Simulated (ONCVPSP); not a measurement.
Configuration tests for Ta (ONCV)

Ta (Z = 73), optimised norm-conserving Vanderbilt (ONCV), made with ONCVPSP 4.0.1 (LDA (Perdew-Wang 92), scalar-relativistic). Core [Kr] 4d10, reference 4f14 5s2 5p6 5d3 6s1.75 (charge +0.25). Waves: 5s+6s: rc 1.80 bohr, ncon 5, nbas 10, qcut 6.1 1/bohr, 2 projectors; 5p: rc 1.40 bohr, ncon 4, nbas 8, qcut 6.1 1/bohr, 1 projector; 5d: rc 1.75 bohr, ncon 4, nbas 7, qcut 5.3 1/bohr, 2 projectors, debl 3.3 Ha; 4f: rc 1.05 bohr, ncon 5, nbas 10, qcut 13.4 1/bohr, 2 projectors, debl 3.4 Ha. Local part: polynomial inside 0.65 bohr (lpopt 5, dvloc0 0 Ha). Core correction: Teter function, fcfact 3, rcfact 1.3.

Energies are relative to the spin-unpolarised reference configuration 4f14 5s2 5p6 5d3 6s1.75; without spin polarisation the order of configurations can differ from experiment.

| valence configuration | charge | ΔE all-electron (eV) | error AE − PS (meV) |
| --- | --- | --- | --- |
| 4f14 5s2 5p6 5d3 6s2 | 0 | -1.589 | +0.5 |
| 4f14 5s2 5p6 5d3 6s1 | +1 | 7.105 | -2.9 |
| 4f14 5s2 5p6 5d3 6s0 | +2 | 22.406 | -11 |
| 4f14 5s2 5p5 5d3 6s2 | +1 | 43.606 | -47 |

Levels in the configuration 4f14 5s2 5p5 5d3 6s2:

```tsv
level	all-electron (eV)	pseudo (eV)
4f	-37.808	-37.848
5s	-85.484	-85.503
5p	-51.312	-51.312
5d	-13.506	-13.502
6s	-13.161	-13.161
```

Note: ghosts flagged at negative energy: s at -599.7 eV, p at -295.8 eV; GHOST(+) flagged for d at 183.1 eV. A true bound ghost makes a file unfit for plane-wave use.
